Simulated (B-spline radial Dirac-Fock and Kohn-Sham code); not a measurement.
# Relativistic shifts of the levels of Ca

System: the Ca atom, [Ar] 4s2.

Both columns are ΔSCF binding energies of the configuration average from an atomic code on a B-spline grid: non-relativistic Hartree-Fock with a point nucleus, and Dirac-Fock with a finite nucleus and the Coulomb interaction alone, averaged over the two j levels with weights 2j+1.

```csv
shell,Hartree-Fock (eV),Dirac-Fock (eV),shift (eV),shift (%)
1s,4031.0,4052.4,+21.41,+0.53
2s,446.4,450.3,+3.84,+0.86
2p,358.3,358.5,+0.19,+0.05
3s,58.36,58.80,+0.44,+0.75
3p,33.81,33.75,-0.05,-0.16
4s,5.12,5.14,+0.02,+0.39
```

Relativity binds 1s, 2s, 2p, 3s, 4s more strongly, among those listed most of all 2s in relative terms, and 3p more weakly.

Values without a named source are computed, but for edge energies of neutral atoms, which are taken from tables.
